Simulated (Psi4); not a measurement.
Cl4Zr, charge -1, doublet, geometry from GFN2-xTB (such geometries of metal compounds can be far from the true shape) (the multiplicity is a formal guess) (core potentials on Zr) (a gas-phase anion, which may not be bound at this level), with bond 5-1 at 1.6 times its length.

Input for Psi4:
```
memory 2 GB

molecule {
-1 2
Zr    0.00000000    0.00000000    0.00000000
Cl    1.86352882   -0.58540177   -1.27374508
Cl    0.66962024    0.48253642    2.18096969
Cl   -1.02067932    1.87758363   -0.93314247
Cl   -2.41995158   -2.83954926    0.04146858
}

set {
  basis def2-svp
  reference uks
}

energy('cam-b3lyp')
print_variables()
```

Problem. What does this run give for the nuclear repulsion energy, <S^2>, number of basis functions?

Solution. 
| Quantity | Value |
|---|---|
| nuclear repulsion energy | 379.7634 Eh |
| <S^2> | 0.753 |
| number of basis functions | 103 |

A gas-phase anion may not be bound at this level; its values then depend on the basis.

These values belong to the state on which the SCF converged, which isn't shown to be the lowest.

Problem. Roughly what does it cost on one core?

Solution. roughly 12 core-seconds.
